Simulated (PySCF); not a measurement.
K(I) anion (IK), SMILES [K][I] (connectivity only; charge and spin as stated), charge -1, multiplicity 2.

Geometry: PBE-D3(BJ)/def2-TZVPD. The spin state was assumed, not searched. The def2 effective core potentials stand for the cores of I; spin–orbit coupling is left out.

The numbers are results of PBE-D3(BJ)/def2-TZVPD in PySCF 2.14.0, not measurements.

Frequencies are harmonic and unscaled.

```tsv
mode	ν (cm⁻¹)	IR (km/mol)	moving atoms (share of kinetic energy)
1	126	13.7	K 76 %, I 24 %
```
